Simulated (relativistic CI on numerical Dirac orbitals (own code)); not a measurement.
## Os⁺: resonant inelastic scattering at the L2,3 edge

Computed with this model: Dirac-Coulomb-Breit CI, separate exchange-only KLI orbitals for each configuration, model QED, valence Slater integrals scaled by 0.8, Kramers-Heisenberg scattering through one core-hole configuration in a parametric crystal field; configurations [Xe] 4f14 5d7 → [He] 2s2 2p5 3s2 3p6 3d10 4s2 4p6 4d10 4f14 5s2 5p6 5d8; 300 K; core-hole width 3 eV; summed over polarisations. Incident energies are the highest absorption maxima for each field (at most a few, so the weaker spin-orbit partner edge can be absent), on the computed scale of the free ion. Intensities are in per cent of the strongest line above 0.02 eV; levels within 1 cm⁻¹ are merged; final levels count from the ground level, the first row holds all elastic scattering, lines under 0.4 are left out and each table stops after 24 rows. The scale of the Slater integrals is a model choice and moves the terms in proportion. The configuration is assumed, with all valence electrons in the open shell; the free ion's ground configuration is another.

Field parameters in Wybourne normalisation: D3d B²₀ = −7Dσ, B⁴₀ = −14Dq − 21Dτ, B⁴₃ = −14√(10/7) Dq. The field is a parameter set, without covalency.

S is read from ⟨S²⟩ = S(S + 1).

D3d, 10Dq = 21600, Dσ = -1200, Dτ = -280 cm⁻¹:

```
Final level (eV)  Degeneracy     Irrep     S  10869.7 eV
           0.000           4  Γ4+Γ5+Γ6  0.65       956.8
           0.802           2        Γ4  1.47        18.7
           0.894           2     Γ5+Γ6  1.42        43.5
           1.260           2        Γ4  1.43        61.2
           1.529           2        Γ4  1.46        25.5
           1.657           2     Γ5+Γ6  1.44        25.1
           1.771           2        Γ4  1.46        25.0
           2.113           2        Γ4  0.63        96.9
           2.137           2     Γ5+Γ6  0.61        88.6
           2.251           2        Γ4  0.60        57.9
           2.531           2        Γ4  0.60        38.4
           2.668           2     Γ5+Γ6  0.63       100.0
           2.821           2        Γ4  0.60        64.9
           2.940           2     Γ5+Γ6  0.64        49.2
           3.094           2        Γ4  0.67        43.1
           3.216           2        Γ4  0.60        36.8
           3.538           2        Γ4  1.42         1.2
           3.540           2     Γ5+Γ6  1.41         0.9
           3.617           2        Γ4  1.41         5.7
           3.776           2     Γ5+Γ6  1.41         1.5
           3.797           2        Γ4  0.91        26.6
           3.875           2        Γ4  1.40         1.2
           4.020           2        Γ4  1.30         5.1
           4.170           2        Γ4  0.66        18.1
```

D3d, 10Dq = 21600, Dσ = -860, Dτ = -280 cm⁻¹:

| Final level (eV) | Degeneracy | Irrep | S | 10869.7 eV |
| --- | --- | --- | --- | --- |
| 0.000 | 2 | Γ5+Γ6 | 0.67 | 793.2 |
| 0.007 | 2 | Γ4 | 0.62 | 115.1 |
| 0.836 | 2 | Γ4 | 1.48 | 18.1 |
| 0.932 | 2 | Γ5+Γ6 | 1.43 | 43.6 |
| 1.237 | 2 | Γ4 | 1.44 | 57.2 |
| 1.519 | 2 | Γ4 | 1.47 | 22.6 |
| 1.634 | 2 | Γ5+Γ6 | 1.44 | 22.8 |
| 1.730 | 2 | Γ4 | 1.46 | 22.5 |
| 2.144 | 2 | Γ4 | 0.62 | 91.4 |
| 2.166 | 2 | Γ5+Γ6 | 0.61 | 86.2 |
| 2.309 | 2 | Γ4 | 0.60 | 62.0 |
| 2.543 | 2 | Γ4 | 0.60 | 34.2 |
| 2.648 | 2 | Γ5+Γ6 | 0.61 | 100.0 |
| 2.782 | 2 | Γ4 | 0.59 | 60.8 |
| 2.928 | 2 | Γ5+Γ6 | 0.64 | 45.3 |
| 3.059 | 2 | Γ4 | 0.66 | 39.4 |
| 3.194 | 2 | Γ4 | 0.58 | 34.2 |
| 3.555 | 2 | Γ4 | 1.44 | 1.0 |
| 3.558 | 2 | Γ5+Γ6 | 1.43 | 0.8 |
| 3.635 | 2 | Γ4 | 1.43 | 4.4 |
| 3.797 | 2 | Γ5+Γ6 | 1.41 | 1.2 |
| 3.799 | 2 | Γ4 | 0.91 | 24.7 |
| 3.884 | 2 | Γ4 | 1.39 | 1.3 |
| 4.006 | 2 | Γ4 | 1.31 | 4.8 |

D3d, 10Dq = 21600, Dσ = -510, Dτ = -280 cm⁻¹:

| Final level (eV) | Degeneracy | Irrep | S | 10869.7 eV |
| --- | --- | --- | --- | --- |
| 0.000 | 2 | Γ5+Γ6 | 0.65 | 760.3 |
| 0.016 | 2 | Γ4 | 0.62 | 128.7 |
| 0.869 | 2 | Γ4 | 1.48 | 18.0 |
| 0.972 | 2 | Γ5+Γ6 | 1.44 | 44.8 |
| 1.218 | 2 | Γ4 | 1.44 | 55.3 |
| 1.517 | 2 | Γ4 | 1.47 | 20.8 |
| 1.618 | 2 | Γ5+Γ6 | 1.44 | 21.4 |
| 1.693 | 2 | Γ4 | 1.46 | 20.7 |
| 2.174 | 2 | Γ4 | 0.62 | 87.7 |
| 2.194 | 2 | Γ5+Γ6 | 0.61 | 88.2 |
| 2.370 | 2 | Γ4 | 0.59 | 68.0 |
| 2.556 | 2 | Γ4 | 0.60 | 31.5 |
| 2.632 | 2 | Γ5+Γ6 | 0.59 | 100.0 |
| 2.746 | 2 | Γ4 | 0.58 | 57.7 |
| 2.924 | 2 | Γ5+Γ6 | 0.63 | 44.5 |
| 3.027 | 2 | Γ4 | 0.65 | 36.9 |
| 3.178 | 2 | Γ4 | 0.57 | 32.6 |
| 3.577 | 2 | Γ4 | 1.44 | 0.9 |
| 3.582 | 2 | Γ5+Γ6 | 1.44 | 0.8 |
| 3.658 | 2 | Γ4 | 1.44 | 3.2 |
| 3.804 | 2 | Γ4 | 0.91 | 23.9 |
| 3.823 | 2 | Γ5+Γ6 | 1.41 | 1.1 |
| 3.896 | 2 | Γ4 | 1.38 | 1.2 |
| 3.995 | 2 | Γ4 | 1.31 | 4.9 |

For the first field the strongest loss at the lowest incident energy is the level at 2.67 eV (S = 0.63, against 0.65 in the thermal ground state). Levels of other spin, the first over 8 % at 0.80 eV, appear because spin-orbit coupling of the core hole, and in heavier ions of the valence shell too, mixes spins.
